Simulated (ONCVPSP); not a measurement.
Configuration tests for Ce (ONCV)

```
Element                 : Ce (Z = 58)
Generator               : ONCVPSP 4.0.1
Type                    : optimised norm-conserving Vanderbilt (ONCV)
Functional              : PBEsol
Relativity              : scalar-relativistic
Frozen core             : [Kr] 4d10
Valence charge          : 12
Reference configuration : 4f1 5s2 5p6 5d1 6s1 6p1
Partial waves           : 5s+6s: rc 2.90 bohr, ncon 4, nbas 7, qcut 5.5 1/bohr, 2 projectors; 5p+6p: rc 2.95 bohr, ncon 4, nbas 8, qcut 5.1 1/bohr, 2 projectors; 5d: rc 3.95 bohr, ncon 4, nbas 9, qcut 3.8 1/bohr, 2 projectors, debl 3.4 Ha; 4f: rc 1.90 bohr, ncon 3, nbas 7, qcut 8.6 1/bohr, 1 projector
Local potential         : polynomial inside 1.60 bohr (lpopt 5, dvloc0 0 Ha)
Core correction         : none
```

Energies are relative to the spin-unpolarised reference configuration 4f1 5s2 5p6 5d1 6s1 6p1; without spin polarisation the order of configurations can differ from experiment.

(1) Give the all-electron excitation energy and the error of the potential for: 4f1 5s2 5p6 5d1 6s2 6p0; 4f1 5s2 5p6 5d1 6s1 6p0; 4f1 5s2 5p6 5d1 6s0 6p0; 4f1 5s2 5p6 5d1 6s0 6p1.

Note: no bound ghost flagged; GHOST(+) flagged for s at 31.4 eV, d at 90.6 eV.

## Answers

(1)

```tsv
valence configuration	charge	ΔE all-electron (eV)	error AE − PS (meV)
4f1 5s2 5p6 5d1 6s2 6p0	0	-2.481	+1.5
4f1 5s2 5p6 5d1 6s1 6p0	+1	3.623	+1.1
4f1 5s2 5p6 5d1 6s0 6p0	+2	14.661	+19
4f1 5s2 5p6 5d1 6s0 6p1	+1	6.697	+4.7
```
